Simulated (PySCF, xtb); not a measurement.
BClH5NO2Si, SMILES Cl[SiH2]NB(O)O.

GFN2-xTB (xtb 6.7.1) at its own geometry gives an orbital gap of 5.91 eV and a dipole moment of 5.19 D.

Geometry optimised at ωB97X-D3(BJ)/def2-SVP. The structure was generated by enumeration, and PubChem lists no compound with its InChIKey, so it may never have been made. The values are those of a single conformer.

What does PBE/def2-TZVP run with PySCF give? (Estimate from the structure and the level; the computed values follow.)

gap 5.57 eV (levels -6.43 and -0.87 eV), dipole 3.80 D.
